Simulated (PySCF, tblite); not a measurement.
Isomers of C7H11FSSi, one GFN2-xTB conformer each. Single-point energies are computed at PBE0/pcSseg-1 (PySCF, gas phase, no added dispersion term), electronic only.

**Question.** Rank them by PBE0/pcSseg-1 energy, lowest first (kcal/mol).
A. `[CH2:1]=[CH:2][CH2:3][C@@H:4]1[CH2:5][Si@@H:6]([F:7])[CH2:8][C:9]1=[S:10]` with C1–C2–C3–C4 116°, C2–C3–C4–C5 -66°, C3–C4–C5–Si6 -84°, C4–C5–Si6–F7 -132°, C5–Si6–C8–C9 -3°, Si6–C8–C9–S10 -155°
B. `[CH3:1]/[CH:2]=[C:3]1/[SiH2:4][C@@H:5]([C:6]([CH3:7])=[S:8])[C@@H:9]1[F:10]` with Si4–C5–C6–C7 -97°
C. `[F:1][Si@@H:2]1[CH2:3][C:4](=[S:5])[C@@H:6]([CH:7]2[CH2:8][CH2:9]2)[CH2:10]1` with C4–C6–C7–C8 -78°, F1–Si2–C3–C4 -108°, Si2–C3–C4–S5 153°, C3–C4–C6–C7 -79°, C6–C7–C8–C9 -109°
D. `[CH3:1][CH2:2][CH2:3][c:4]1[cH:5][c:6]([SiH3:7])[s:8][c:9]1[F:10]` with C1–C2–C3–C4 -64°, C2–C3–C4–C5 101°
E. `[CH2:1]=[C:2]([CH3:3])[C@@H:4]1[CH2:5][Si@H:6]([F:7])[CH2:8][C:9]1=[S:10]` with C1–C2–C4–C5 31°, C2–C4–C5–Si6 -96°, C4–C5–Si6–F7 111°, C5–Si6–C8–C9 -16°, Si6–C8–C9–S10 -146°

**Answer.** E (0.0), A (3.0), C (4.1), D (34.8), B (57.0).

As drawn, the lowest has an Si–F bond, which the highest lacks; the highest has a four-membered ring, which the lowest lacks. Neighbours under 2.5 kcal/mol apart (C=CC[C@@H]1C[Si@@H](F)CC1=S and F[Si@@H]1CC(=S)[C@@H](C2CC2)C1) can change places with a better method, another conformer or zero-point energy. GFN2-xTB itself gives, in the same order: 1.3, 5.8, 0.0, 21.1, 48.6. GFN2-xTB puts F[Si@@H]1CC(=S)[C@@H](C2CC2)C1 lowest instead; measured from each level's own lowest isomer, the values differ by up to 13.7 kcal/mol (CCCc1cc([SiH3])sc1F: 21.1 against 34.8).

**Question.** Which frontier levels, dipoles and rotational constants go with these structures?

**Answer.** 
| SMILES | HOMO (eV, PBE0/pcSseg-1) | LUMO (eV) | dipole (D) | A, B, C (MHz) |
| --- | --- | --- | --- | --- |
| C=C(C)[C@@H]1C[Si@H](F)CC1=S | -6.32 | -2.16 | 1.53 | 1326, 803.4, 590.1 |
| C=CC[C@@H]1C[Si@@H](F)CC1=S | -6.32 | -2.08 | 3.01 | 991.9, 830.5, 501.4 |
| F[Si@@H]1CC(=S)[C@@H](C2CC2)C1 | -6.25 | -1.99 | 3.24 | 1300, 748.9, 537.1 |
| CCCc1cc([SiH3])sc1F | -6.70 | -0.73 | 1.51 | 1470, 628.9, 485.6 |
| C/C=C1/[SiH2][C@@H](C(C)=S)[C@@H]1F | -6.19 | -1.78 | 3.07 | 1555, 612.9, 567.0 |

**Question.** What happens when harmonic zero-point energies from GFN2-xTB frequencies are added?

**Answer.** 
```
                             SMILES  ZPE (kcal/mol)  electronic (kcal/mol)  with ZPE (kcal/mol)
       C=C(C)[C@@H]1C[Si@H](F)CC1=S           100.4                    0.0                  0.0
        C=CC[C@@H]1C[Si@@H](F)CC1=S           100.4                    3.0                  3.0
     F[Si@@H]1CC(=S)[C@@H](C2CC2)C1           101.4                    4.1                  5.1
                CCCc1cc([SiH3])sc1F            97.3                   34.8                 31.8
C/C=C1/[SiH2][C@@H](C(C)=S)[C@@H]1F            97.5                   57.0                 54.1
```

The zero-point energies span 4.1 kcal/mol. The order is unchanged.
